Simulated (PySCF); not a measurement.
# A small calculation by hand: refractive index and permittivity of the vapour

Ga(F)2(OSiH3) (F₂GaH₃OSi), SMILES [F][Ga]([F])[O][SiH3].

Geometry optimised at B3LYP-D3(BJ)/def2-SVP. The structure was generated by enumeration; whether it is a known compound was not checked. The values are those of a single conformer.

PBE/def2-TZVP (PySCF) gives a mean static polarisability of 53.9 bohr³ and a dipole moment of 1.49 D. Take an ideal gas at 298.15 K and 1 bar, whether or not the substance is that volatile.

**Question.** Work out n − 1 in the optical limit and the static ε − 1.

**Answer.** 
Polarisability volume α' = 53.9 × 0.148185 = 7.99 Å³. Number density N = p/kT = 2.43e-5 Å⁻³.
Dilute limit of Lorentz–Lorenz: n − 1 = 2π N α' = 0.0012.
Orientation term of Debye: μ²/(3kT) = 8.098 Å³ × μ²(D²) = 17.98 Å³.
ε − 1 = 4π N (α' + μ²/3kT) = 0.0079. Orientation of the dipole supplies 69 % of the static response; it can't follow optical fields. Vibrational polarisation and dispersion are left out.
